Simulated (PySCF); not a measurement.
BiBr2, SMILES [Br][Bi][Br], multiplicity 2.

Coordinates come from a B3LYP-D3(BJ)/def2-SVP optimisation. The spin state was assumed, not searched. The isomer is the one that the SMILES or the coordinates give; other isomers of the formula were not compared. The def2 effective core potentials stand for the cores of Bi; spin–orbit coupling is left out.

Method: PySCF with TDA-PBE/def2-SVPD.

Vertical excitations. The molecule is in vacuum.

Computed excitation energies, oscillator strengths and character:
```csv
state,energy (eV),λ (nm),f,main pairs
root 1,1.82,679,0.001,α HOMO→LUMO 100 %
root 2,2.25,552,0.000,α HOMO→LUMO+1 100 %
root 3,2.81,441,0.000,β HOMO→LUMO 100 %
root 4,3.01,412,0.000,β HOMO−2→LUMO 100 %
root 5,3.04,408,0.014,β HOMO−1→LUMO 92 %
root 6,3.47,357,0.008,β HOMO−3→LUMO 94 %
root 7,3.61,344,0.002,"α HOMO−1→LUMO 63 %, β HOMO→LUMO+1 35 %"
root 8,3.79,327,0.000,"α HOMO−2→LUMO 74 %, β HOMO−1→LUMO+1 25 %"
root 9,3.81,325,0.000,"α HOMO−3→LUMO 76 %, β HOMO−2→LUMO+1 23 %"
root 10,4.05,306,0.000,"α HOMO−2→LUMO 25 %, β HOMO−1→LUMO+1 74 %"
```
Unrestricted roots are not spin-pure.
